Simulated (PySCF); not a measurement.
P(2+): ionisation energy

P(2+) [Ne] 3s2 3p1 (2P) → P(3+) [Ne] 3s2 (1S), as a difference of total energies. All numbers are calculated (PySCF 2.14, scalar relativity by spin-free X2C-1e, in aug-cc-pCVTZ-DK with one added diffuse shell each of s, p, d, f type (9s8p6d4f, 91 functions)). Correlated levels: valence: [Ne] frozen. The calculations carry no spin-orbit coupling.

```tsv
method	ionisation energy (eV)
UHF	29.573
MP2 (valence)	29.874
SCS-MP2 (valence)	29.864
CCSD (valence)	30.002
CCSD(T) (valence)	30.031
```

Question: How much does correlation contribute at CCSD(T) (valence)?

Answer: 30.031 − (29.573) = 0.458 eV, measured against UHF.

A first-order spin-orbit estimate (lowest level to lowest level, LS coupling) adds 0.041 eV.

Errors of the correlated levels include the incompleteness of this basis and the frozen core.

For comparison: 30.203 eV (measured; NIST Atomic Spectra Database, ionization energies).
